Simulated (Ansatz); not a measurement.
C2H7NOSi can be A, `C[Si]1(N)CO1`, or B, `CNC(=O)[SiH3]`.

Computed with Ansatz on PBE0-D4/def2-TZVP structures; ΔE is electronic, products minus reactants. CCSD(T)/CBS adds triple-zeta CCSD(T) − MP2 to the extrapolated MP2 energy (def2 sets, frozen cores). DFT in def2-TZVPP. B3LYP here is the variant with VWN-RPA as its local correlation; programs differ in this. One conformer a species, not always the lowest.

Q: Which is lower in electronic energy at CCSD(T)/CBS, and by how much? (An estimate is asked.)

A: The calculation gave: A, by 133.0 kJ/mol.

Q: Give E(B) − E(A) in kJ/mol with CCSD/def2-TZVPP, BLYP-D4, PBE0-D4, B3LYP, HF/def2-TZVPP, B2PLYP, MP2/def2-TZVPP. (Estimate.)

A: Ansatz gave: CCSD/def2-TZVPP 127.7, BLYP-D4 94.3, PBE0-D4 117.4, B3LYP 105.6, HF/def2-TZVPP 102.9, B2PLYP 116.2, MP2/def2-TZVPP 138.0. None reverses the order clearly.

Q: Does the order hold for the free energy at 298.15 K (harmonic terms from PBE0-D4)? (An estimate is asked.)

A: Computed: Yes: G(B) − G(A) = +118.7 kJ/mol, for one conformer each.

Largest T1 diagnostic: 0.016.

From PBE to PBE0 (25 % exact exchange), in def2-TZVPP and without D4, E(B) − E(A) moves by +14.3 kJ/mol. At CCSD(T), def2-SVP lies −87.4 kJ/mol from the extrapolated value and def2-TZVPP −8.6 kJ/mol.
